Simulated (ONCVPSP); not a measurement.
Transferability test, ONCV potential for chlorine

chlorine (Cl), optimised norm-conserving Vanderbilt (ONCV), made with ONCVPSP 4.0.1 (PBE, scalar-relativistic). Core [Ne], reference 3s1.75 3p5.25. Waves: 3s: rc 1.20 bohr, ncon 4, nbas 7, qcut 5.3 1/bohr, 2 projectors, debl 0.9 Ha; 3p: rc 1.35 bohr, ncon 4, nbas 9, qcut 6.7 1/bohr, 3 projectors, debl 0.7 Ha. Local part: polynomial inside 0.85 bohr (lpopt 5, dvloc0 0 Ha). Core correction: none.

Energies are relative to the spin-unpolarised reference configuration 3s1.75 3p5.25; without spin polarisation the order of configurations can differ from experiment.

Give the all-electron excitation energy and the error of the potential for: 3s2 3p5; 3s2 3p4; 3s2 3p3; 3s2 3p1.

| valence configuration | charge | ΔE all-electron (eV) | error AE − PS (meV) |
| --- | --- | --- | --- |
| 3s2 3p5 | 0 | -3.028 | +0.1 |
| 3s2 3p4 | +1 | 10.847 | -0.4 |
| 3s2 3p3 | +2 | 36.294 | +5.8 |
| 3s2 3p1 | +4 | 126.845 | +126 |

Note: ghosts flagged at negative energy: p at -128.6 eV; GHOST(+) flagged for s at 64.3 eV. A true bound ghost makes a file unfit for plane-wave use.
